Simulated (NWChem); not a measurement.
# C₄H₅NO; SMILES c1(C)cnco1

```xyz
11

C      0.0134     2.0939     0.0000
C      0.1093     0.6183     0.0000
C      1.1322    -0.2816     0.0000
N      0.6188    -1.5617     0.0000
C     -0.6577    -1.3894     0.0000
O     -1.0451    -0.1017     0.0000
H     -0.5245     2.4609     0.8885
H     -0.5245     2.4609    -0.8885
H      1.0197     2.5323     0.0000
H      2.2030    -0.0852     0.0000
H     -1.4447    -2.1420     0.0000
```
Atoms are numbered in this order, from 1.

All runs: NWChem. Coordinates come from a PBE0/def2-SVP optimisation. Level: PBE0/def2-SVP with COSMO at NWChem's default radii, gas-phase geometry; the question gives the dielectric constant.

Predict the results for dielectric constant 11.7. Quantities: electrostatic solvation energy (kcal/mol); dipole in solution (D).


```yaml
electrostatic solvation energy (kcal/mol): -4.8
dipole in solution (D): 2.74
```
